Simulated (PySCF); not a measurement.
## `C1=[CH][GaH2-][O]1`, [C$_{2}$H$_{4}$GaO]-, charge -1

Geometry:
```
atom   x (Å)   y (Å)   z (Å)
  C1   0.484  -1.465  -0.165
  C2  -0.056  -0.221  -0.206
 Ga3  -1.832  -1.132  -0.232
  O4  -0.353  -2.499  -0.165
  H5   1.569  -1.717  -0.131
  H6   0.531   0.702  -0.210
  H7  -2.693  -1.283  -1.589
  H8  -2.765  -1.221   1.081
```

Total charge -1.

The calculation used GIAO B97-D/aug-pcSseg-1 magnetisability, rotational g tensor and spin-rotation constants, non-relativistic, gas phase (PySCF). Geometry: PBE0-D3(BJ)/def2-SVP.

The calculation is non-relativistic, which matters for the atoms heavier than Zn. For an ion the centre-of-mass motion in the field is neglected. The highest occupied orbital is unbound at this level, so the values depend on the basis.

**Question.** Give the nuclear spin-rotation constants along the inertial axes (H = +C I·J) beside the isotropic shieldings.

**Answer.** Rotational constants 11.1811, 4.6258, 3.4319 GHz. A star marks the isotopologue with that one atom substituted, in its own axes.
```csv
atom,isotope,Caa (kHz),Cbb (kHz),Ccc (kHz),mean (kHz),σ (ppm)
Ga3,69Ga,19.911,7.806,6.615,11.444,1415.8
H5,1H,1.364,-0.296,-0.217,0.283,23.1
H6,1H,-0.561,0.376,-0.374,-0.187,27.1
H7,1H,-0.183,-0.220,0.070,-0.111,26.0
H8,1H,-0.181,-0.221,0.069,-0.111,26.0
C1,13C*,5.686,1.654,0.909,2.750,15.2
C2,13C*,3.067,1.646,0.606,1.773,87.3
O4,17O*,-3.357,-1.063,-0.460,-1.627,127.6
```
For the geometry as given, no vibrational averaging.
